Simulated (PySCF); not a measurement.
# Polarisability and C₆ of Mg (magnesium, neutral)

[Ne] 3s2, closed-shell 1S. All numbers are calculated (PySCF 2.14, scalar relativity by spin-free X2C-1e, in dyall-av3z (20s13p6d4f, 117 functions)). Coupled (time-dependent) response in atomic units; α is the mean over directions.

| method | mean α (bohr³) | C₆ (like pair) | S(−4) |
| --- | --- | --- | --- |
| UHF | 81.16 | 760.5 | 3536 |
| PBE | 73.63 | 654.2 | 2959 |
| PBE0 | 74.59 | 669.2 | 3005 |
| M06-2X | 63.00 | 505.6 | 2289 |
| BHandHLYP | 73.26 | 650.7 | 2909 |

S(−4) is the Cauchy moment in α(ω) = α(0) + S(−4) ω² + …

Reference α: 71.2 ± 0.4 bohr³ (recommended; Schwerdtfeger and Nagle, table of static dipole polarizabilities (2023 update)). Published C₆: 626.0 (Chu and Dalgarno (2004); Tang, Norbeck and Certain (1976)).

Hartree-Fock lies above the reference because it lacks correlation, which contracts the outer shell.

α(iu) at PBE0:

```json
{"u (hartree)": "0", "α(iu) (bohr³)": "74.59"}
{"u (hartree)": "0.0500", "α(iu) (bohr³)": "67.78"}
{"u (hartree)": "0.100", "α(iu) (bohr³)": "53.31"}
{"u (hartree)": "0.200", "α(iu) (bohr³)": "29.07"}
{"u (hartree)": "0.300", "α(iu) (bohr³)": "16.78"}
{"u (hartree)": "0.500", "α(iu) (bohr³)": "7.381"}
{"u (hartree)": "0.750", "α(iu) (bohr³)": "3.728"}
{"u (hartree)": "1.00", "α(iu) (bohr³)": "2.328"}
{"u (hartree)": "1.50", "α(iu) (bohr³)": "1.252"}
{"u (hartree)": "2.00", "α(iu) (bohr³)": "0.8332"}
{"u (hartree)": "3.00", "α(iu) (bohr³)": "0.4799"}
{"u (hartree)": "5.00", "α(iu) (bohr³)": "0.2344"}
```

A single London oscillator, α(iu) = α/(1 + u²/ω²), gives C₆ = (3/4) ω α². Matching the computed C₆ needs ω = 4 × 669.2 / (3 × 74.59²) = 0.160 hartree.
